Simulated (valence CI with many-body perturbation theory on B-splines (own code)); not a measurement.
Values are calculated unless marked as measured or tabulated.
Cd²⁵⁺: input, log and results

Method: valence CI with perturbative core correlation (CI+MBPT): five valence electrons over a frozen Dirac-Fock core [Ar], a basis of 7 s, 7 p, 8 d, 6 f, 4 g, 1 h functions for each j, with the one-electron correlation potential Σ1 (screened to all orders), the two-electron term Σ2, the three-electron term Σ3, Breit, model QED; selected single and double excitations, second order for the rest (own B-spline code, finite nucleus).

Command, and the settings that its task file holds:

```sh
python run_cv.py task.json out
```

```
atom Cd  Z=48  mass_number=114  rms_radius_fm=4.6087
core [Ar]
valence 3d5
avg = 1
basis = M
breit = 1
cap = 40000
capref = 1200
cscale = 1
de = 0.0
dress = 1
eps = 2e-08
h = 0.27
hh = 1
l2 = 3
lcore = 6
maxit = 60
n2 = 5
natural = 1
nlev = 45
nno = [4, 4, 5, 4, 3, 1]
nroot = 26
nsp = [3, 3, 3, 2, 1, 0]
pt2 = 1
qed = 1
rpa = 1
s1 = 1
s2 = 1
s3 = 1
screen = 1
tol = 2e-05
```

It took 4.6 min on 1 thread of Intel(R) Xeon(R) Platinum 8488C (Sapphire Rapids), with other jobs on the host.

Log. The first blocks belong to the next ion, which gives the ionisation energy. Fields: 2J, parity (1 odd), roots, reference size, generating configurations, candidates as configurations/state functions, variational space P, stored matrix elements, Davidson steps; e2 is the range of second-order energies in hartree. The first line gives the box (bohr), its intervals, the orbitals and the steps of their self-consistent field. Window is the range of levels sought, series limit the energy at which the first omitted orbital would enter, core excitation an estimate of the first excitation out of the core, left out the lowest levels not solved, and shifts from estimates the range by which levels moved from their first estimate, all in cm⁻¹.

```
rmax 4.4 intervals 59 orbitals 59 references ['3d5', '3d4 4s', '3d4 4p'] scf 5 t 1.2
2J=0 par=0 roots 2 ref 17 generators 4 cand 2409/4463 P 1553/2963 nnz 1.7e+06 it 4
2J=0 par=0 roots 2 ref 17 generators 7 cand 4079/10074 P 2051/4010 nnz 2.8e+06 it 5
   second order: generators 9 cand 5016/12279 e2 -0.00002 -0.00001
2J=2 par=0 roots 2 ref 36 generators 3 cand 2542/12000 P 758/3993 nnz 4.2e+06 it 4
2J=2 par=0 roots 2 ref 36 generators 6 cand 5098/31980 P 2022/10214 nnz 2.2e+07 it 5
   second order: generators 10 cand 5395/35836 e2 -0.00004 -0.00002
2J=4 par=0 roots 2 ref 51 generators 4 cand 2616/17589 P 575/3998 nnz 4.1e+06 it 9
2J=4 par=0 roots 2 ref 51 generators 7 cand 5363/48378 P 2106/14369 nnz 4.3e+07 it 7
   second order: generators 8 cand 3832/38007 e2 -0.00004 -0.00003
reference levels 902, estimated 37, window 471100 1/cm; series limit 8386377, core excitation 1336313
2J=5 par=0 roots 10 ref 81 generators 5 cand 3453/45011 P 560/7985 nnz 1.3e+07 it 4
2J=5 par=0 roots 10 ref 81 generators 5 cand 2911/37107 P 1953/26650 nnz 1.4e+08 it 8
   second order: generators 8 cand 10345/401037 e2 -0.00061 -0.00033
2J=7 par=0 roots 7 ref 72 generators 3 cand 3402/47536 P 442/7976 nnz 1.6e+07 it 4
2J=7 par=0 roots 7 ref 72 generators 3 cand 2975/39632 P 1505/24205 nnz 1.2e+08 it 9
   second order: generators 5 cand 8468/379795 e2 -0.00106 -0.00087
2J=3 par=0 roots 7 ref 67 generators 3 cand 3425/35360 P 608/7998 nnz 1.5e+07 it 4
2J=3 par=0 roots 7 ref 67 generators 3 cand 2833/27429 P 2242/25094 nnz 1.2e+08 it 9
   second order: generators 8 cand 11680/345305 e2 -0.00023 -0.00016
2J=11 par=0 roots 3 ref 35 generators 3 cand 3127/36219 P 600/7986 nnz 1.5e+07 it 4
2J=11 par=0 roots 3 ref 35 generators 3 cand 2540/28268 P 2000/24544 nnz 1.3e+08 it 8
   second order: generators 4 cand 4475/161080 e2 -0.00021 -0.00016
2J=9 par=0 roots 5 ref 56 generators 3 cand 3304/43967 P 491/7995 nnz 1.6e+07 it 4
2J=9 par=0 roots 5 ref 56 generators 3 cand 2828/36028 P 1588/24127 nnz 1.3e+08 it 8
   second order: generators 4 cand 6632/308017 e2 -0.00072 -0.00056
2J=1 par=0 roots 4 ref 39 generators 3 cand 3286/19500 P 1173/7999 nnz 1.4e+07 it 4
2J=1 par=0 roots 4 ref 39 generators 3 cand 2129/11540 P 2797/17499 nnz 5.8e+07 it 6
   second order: generators 7 cand 9472/162442 e2 -0.00007 -0.00003
2J=13 par=0 roots 1 ref 18 generators 1 cand 2477/26180 P 692/7987 nnz 1.9e+07 it 4
2J=13 par=0 roots 1 ref 18 generators 1 cand 1794/18211 P 1743/19157 nnz 8.9e+07 it 5
   second order: generators 2 cand 5715/143613 e2 -0.00005 -0.00005
left out: unestimated 4254411, estimated none, shifts from estimates -661 to 0
operators 2.7
```

The Davidson iterations converged.

No measured levels were compared; by estimate terms of the open shell hold to 2 to 4 % of their energy, and close levels can change places. Core correlation moves these levels by up to 13000 cm⁻¹, and in measured spectra 5 to 20 % of such shifts remained as error; rates that hang on mixing are uncertain with them. Only levels of the ground parity were solved; by the run's estimate the other parity begins above the list, which can be wrong where configurations are misplaced.

- Valence energy: -271.6998 hartree
- Ionisation energy: 1319.9 eV (NIST: 1320 ± 4 eV (theoretical))
- Reference configurations for the orbitals: 3d5, 3d4 4s, 3d4 4p
- Radial orbitals: 59
- Box radius: 4.408 bohr
- Largest variational space: 26650
- Lowest levels: 3d5 6S_5/2 0.0, 3d5 4G_5/2 [a] 85510, 3d5 4G_7/2 117850, 3d5 4P_3/2 121760, 3d5 4G_11/2 122510, 3d5 4G_5/2 [b] 128890, 3d5 4G_9/2 130860, 3d5 4P_1/2 139970, 3d5 4D_7/2 160940, 3d5 4D_5/2 168430, 3d5 2I_11/2 182710, 3d5 4D_1/2 185850, 3d5 2F_7/2 [a] 188880, 3d5 4D_3/2 189580 cm⁻¹

Names give the largest LS component (configuration and term), which can be under half, so a name can repeat, a term be missing and a line seem to break the LS rules; names also repeat where a configuration has a term twice. Letters in brackets count levels of one name in rising energy.
